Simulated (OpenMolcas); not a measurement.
**Ni5+, Pd5+, Pt5+: d5 down the group**

* Program: OpenMolcas
* Method: SS-RASPT2, IPEA 0.25 Eh, imaginary shift 0.1 Eh
* Basis: ANO-R2
* Scalar Hamiltonian: X2C, finite nucleus
* Spin-orbit coupling: state interaction with AMFI integrals over the reference wave functions, term energies averaged over their components

Active space for each ion: 11 electrons in 8 orbitals (RAS1 p, at most 2 holes; RAS2 d); closed shells correlated by CASPT2: Ni5+ 3s; Pd5+ 4s; Pt5+ 5s.

Computed levels in cm-1 above 6S 5/2:

```tsv
Level	Ni5+	Pd5+	Pt5+
4G 7/2	43520	29240	25960
4G 11/2	43540	29420	27610
4G 9/2	43570	29570	28940
4P 1/2	48360	33480	31010
4D 7/2	52350	35100	35010
4D 1/2	52570	36750	40470
2I 11/2	63330	42430	40930
2I 13/2	63520	43520	45220
2F 7/2(1)	70220	50530	58600
weight of 6S in the lowest level (%)	100	98	81
```

Mixed levels, with the weight of the term that names them: Pd5+ 4P 1/2 (68 %), Pd5+ 4D 1/2 (68 %), Pd5+ 2F 7/2(1) (60 %), Pt5+ 4G 7/2 (60 %), Pt5+ 4G 11/2 (75 %), Pt5+ 4P 1/2 (59 %), Pt5+ 4D 7/2 (60 %), Pt5+ 4D 1/2 (66 %), Pt5+ 2I 11/2 (71 %), Pt5+ 2F 7/2(1) (61 %).

Measured, with the error of the calculation in %. Measured levels: Ni5+ from Corliss and Sugar, J. Phys. Chem. Ref. Data 10, 197 (1981).

```tsv
Level	Ni5+
4G 11/2	41921 (+3.9)
4P 1/2	46325 (+4.4)
4D 7/2	50331 (+4.0)
2I 11/2	61196 (+3.5)
2I 13/2	61280 (+3.7)
2F 7/2(1)	67085 (+4.7)
```

Without spin-orbit coupling 4G lies 43530, 29350, 26940 cm-1 above 6S in that order; the difference to the level 4G 7/2, of either sign, comes from spin-orbit coupling, which also lowers the zero.

CASPT2 breaks the degeneracy within a term, and the mean is taken; among the terms shown or strongly mixed into the levels shown the widest spread is 210 cm-1 (4d5 4F, Pd5+). Active for correlation alone: 3p; no level in the range computed is led by a configuration that opens it, so any true level of that kind is missing (holds for Ni5+). Active for correlation alone: 4p; no level in the range computed is led by a configuration that opens it, so any true level of that kind is missing (holds for Pd5+). Active for correlation alone: 5p; no level in the range computed is led by a configuration that opens it, so any true level of that kind is missing (holds for Pt5+). Measured partners are found by configuration, term and J. A level has none where our copy of the source lacks it or the pairing is in doubt (some pairs that miss far off the trend of their configuration count as doubtful), and it then counts in no deviation. Levels of configurations outside the active space are missing.

A number in round brackets counts repeated terms of one configuration in the order of the reference energies.
